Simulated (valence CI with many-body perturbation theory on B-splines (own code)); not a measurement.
**E1 transitions of Ho⁵⁴⁺**

Calculated by valence CI with perturbative core correlation (CI+MBPT): three valence electrons over a frozen Dirac-Fock core [Ne], a basis of 11 s, 11 p, 9 d, 7 f, 5 g, 2 h, 1 i functions for each j, with the one-electron correlation potential Σ1, the two-electron term Σ2, the three-electron term Σ3, Breit, model QED; selected CI, second order for the rest (own B-spline code, finite nucleus).

The last digits are not significant, and no measured levels were compared; by estimate large intervals hold to a few tenths of a per cent, small ones and those within an open d or f shell to about a per cent.

Lines 151 to 200 of 257 in falling wavelength, among levels below 1063.5 eV, chosen from the strongest by gf and those to the six lowest levels. Wavelengths and rates use the calculated energies. Electric multipoles are in the length gauge, E1 and E2 with the static RPA response of the core. Weak lines are less certain than strong ones. Lines between different terms over intervals too small for the method are left out, as are lines whose strength nearly cancels. The highest levels of a list are the least certain.

Levels are named by their leading jj configuration (3d3/2^4 stands for four electrons in 3d with j = 3/2), which in mixed levels can hold well under half, so a name can repeat and another be missing. Letters in brackets count levels of one name in rising energy.

```csv
λ vac (nm),Upper,Lower,A (s⁻¹),S (a.u.) with core polarisation,S without
3.106,(3p1/2 3p3/2 3d5/2) J=5/2 [b],(3s 3p1/2 3d5/2) J=5/2 [a],3.49e+11,3.09e-02,3.14e-02
3.095,(3p1/2 3p3/2 3d3/2) J=5/2 [b],(3s 3p1/2 3d3/2) J=5/2,1.45e+11,1.28e-02,1.30e-02
3.085,(3p1/2 3p3/2^2) J=3/2,(3s 3p1/2 3p3/2) J=3/2 [a],6.07e+11,3.52e-02,3.58e-02
3.067,(3s 3d3/2 3d5/2) J=7/2 [a],(3s 3p1/2 3d5/2) J=5/2 [b],9.72e+10,1.11e-02,1.12e-02
3.065,(3s 3d3/2^2) J=3/2,(3s 3p1/2 3d3/2) J=1/2,8.19e+11,4.66e-02,4.73e-02
3.040,(3p1/2 3p3/2 3d5/2) J=5/2 [a],(3s 3p1/2 3d3/2) J=3/2 [b],3.10e+11,2.58e-02,2.62e-02
3.019,(3p1/2 3p3/2 3d5/2) J=3/2 [b],(3s 3p1/2 3d5/2) J=5/2 [a],1.63e+11,8.83e-03,8.97e-03
3.014,(3p3/2^3) J=3/2,(3s 3p3/2^2) J=5/2,4.02e+11,2.17e-02,2.21e-02
3.009,(3p1/2 3p3/2 3d3/2) J=5/2 [b],(3s 3p1/2 3d3/2) J=3/2 [a],2.98e+11,2.40e-02,2.44e-02
3.000,(3s 3d3/2^2) J=5/2,(3s 3p1/2 3d3/2) J=3/2 [b],8.85e+11,7.08e-02,7.19e-02
2.998,(3s 3p3/2 3d3/2) J=3/2 [a],(3s 3p1/2 3p3/2) J=5/2,1.30e+11,6.94e-03,7.05e-03
2.996,(3s 3d3/2 3d5/2) J=7/2 [a],(3s 3p1/2 3d5/2) J=7/2,6.81e+11,7.23e-02,7.35e-02
2.993,(3s 3p3/2 3d3/2) J=3/2 [b],(3s 3p1/2 3p3/2) J=1/2,5.23e+11,2.77e-02,2.81e-02
2.981,(3s 3p3/2 3d3/2) J=5/2 [a],(3s 3p1/2 3p3/2) J=5/2,8.76e+11,6.87e-02,6.98e-02
2.981,(3p1/2 3p3/2^2) J=1/2,(3s 3p1/2 3p3/2) J=3/2 [a],9.02e+10,2.36e-03,2.40e-03
2.965,(3s 3d3/2 3d5/2) J=5/2 [a],(3s 3p1/2 3d5/2) J=7/2,1.78e+11,1.38e-02,1.40e-02
2.958,(3s 3p3/2 3d3/2) J=7/2,(3s 3p1/2 3p3/2) J=5/2,7.68e+11,7.84e-02,7.97e-02
2.939,(3s 3d3/2 3d5/2) J=5/2 [b],(3s 3p1/2 3d5/2) J=3/2,4.42e+11,3.32e-02,3.38e-02
2.931,(3s 3p3/2 3d3/2) J=3/2 [b],(3s 3p1/2 3p3/2) J=3/2 [b],7.76e+11,3.86e-02,3.92e-02
2.921,(3p1/2 3p3/2 3d3/2) J=3/2 [b],(3p1/2^2 3p3/2) J=3/2,1.23e+12,6.06e-02,6.16e-02
2.918,(3s 3d3/2 3d5/2) J=3/2 [b],(3s 3p1/2 3d5/2) J=3/2,7.65e+11,3.75e-02,3.81e-02
2.916,(3s 3d3/2 3d5/2) J=7/2 [a],(3s 3p1/2 3d5/2) J=5/2 [a],2.71e+11,2.66e-02,2.70e-02
2.913,(3p1/2 3p3/2 3d3/2) J=5/2 [b],(3p1/2^2 3p3/2) J=3/2,3.55e+11,2.60e-02,2.64e-02
2.913,(3s 3p1/2 3d3/2) J=1/2,(3s 3p1/2^2) J=1/2,1.12e+12,2.73e-02,2.77e-02
2.906,(3s 3d3/2 3d5/2) J=5/2 [b],(3s 3p1/2 3d5/2) J=5/2 [b],6.89e+11,5.01e-02,5.09e-02
2.906,(3s 3d3/2 3d5/2) J=7/2 [b],(3s 3p1/2 3d5/2) J=5/2 [b],6.28e+11,6.08e-02,6.18e-02
2.898,(3s 3d3/2 3d5/2) J=9/2,(3s 3p1/2 3d5/2) J=7/2,8.50e+11,1.02e-01,1.04e-01
2.897,(3s 3d3/2^2) J=1/2,(3s 3p1/2 3d3/2) J=3/2 [b],1.11e+12,2.66e-02,2.70e-02
2.892,(3p1/2 3p3/2 3d3/2) J=1/2 [b],(3p1/2^2 3p3/2) J=3/2,7.04e+11,1.68e-02,1.71e-02
2.888,(3s 3p3/2 3d3/2) J=3/2 [a],(3s 3p1/2 3p3/2) J=3/2 [a],8.51e+11,4.05e-02,4.11e-02
2.886,(3s 3d3/2 3d5/2) J=5/2 [a],(3s 3p1/2 3d5/2) J=5/2 [a],6.37e+11,4.53e-02,4.61e-02
2.885,(3s 3d3/2 3d5/2) J=3/2 [b],(3s 3p1/2 3d5/2) J=5/2 [b],2.83e+11,1.34e-02,1.36e-02
2.883,(3s 3p1/2 3d3/2) J=3/2 [b],(3s 3p1/2^2) J=1/2,1.44e+12,6.82e-02,6.94e-02
2.879,(3s 3p3/2 3d3/2) J=1/2 [a],(3s 3p1/2 3p3/2) J=3/2 [a],7.34e+11,1.73e-02,1.76e-02
2.873,(3s 3p3/2 3d3/2) J=5/2 [a],(3s 3p1/2 3p3/2) J=3/2 [a],3.42e+11,2.40e-02,2.44e-02
2.870,(3s 3p3/2 3d3/2) J=1/2 [b],(3s 3p1/2 3p3/2) J=1/2,9.98e+11,2.33e-02,2.37e-02
2.868,(3s^2 3d3/2) J=3/2,(3s^2 3p1/2) J=1/2,1.67e+12,7.78e-02,7.91e-02
2.868,(3s 3d3/2^2) J=1/2,(3s 3p1/2 3d3/2) J=1/2,7.93e+11,1.85e-02,1.88e-02
2.863,(3p1/2 3p3/2 3d5/2) J=1/2,(3s 3p1/2 3d3/2) J=3/2 [b],2.62e+11,6.06e-03,6.16e-03
2.856,(3s 3d3/2 3d5/2) J=3/2 [a],(3s 3p1/2 3d5/2) J=5/2 [a],7.80e+11,3.59e-02,3.64e-02
2.855,(3s 3d3/2 3d5/2) J=1/2,(3s 3p1/2 3d5/2) J=3/2,1.39e+12,3.19e-02,3.24e-02
2.848,(3p1/2 3p3/2 3d5/2) J=5/2 [a],(3s 3p1/2 3d3/2) J=5/2,2.05e+11,1.40e-02,1.42e-02
2.839,(3s 3p3/2 3d3/2) J=5/2 [b],(3s 3p1/2 3p3/2) J=3/2 [b],3.84e+11,2.60e-02,2.64e-02
2.824,(3s 3d3/2^2) J=3/2,(3s 3p1/2 3d3/2) J=3/2 [a],8.55e+11,3.80e-02,3.86e-02
2.813,(3s 3d3/2^2) J=5/2,(3s 3p1/2 3d3/2) J=5/2,6.79e+11,4.47e-02,4.55e-02
2.813,(3s 3p3/2 3d3/2) J=1/2 [b],(3s 3p1/2 3p3/2) J=3/2 [b],7.26e+09,1.60e-04,1.62e-04
2.802,(3s 3p3/2 3d3/2) J=3/2 [b],(3s 3p1/2 3p3/2) J=5/2,2.61e+08,1.13e-05,1.15e-05
2.765,(3s 3p3/2 3d5/2) J=5/2 [a],(3s 3p1/2 3p3/2) J=3/2 [b],4.23e+10,2.65e-03,2.69e-03
2.719,(3s 3p3/2 3d3/2) J=5/2 [b],(3s 3p1/2 3p3/2) J=5/2,6.12e+10,3.64e-03,3.70e-03
2.706,(3s 3p3/2 3d3/2) J=3/2 [b],(3s 3p1/2 3p3/2) J=3/2 [a],8.59e+09,3.36e-04,3.42e-04
```
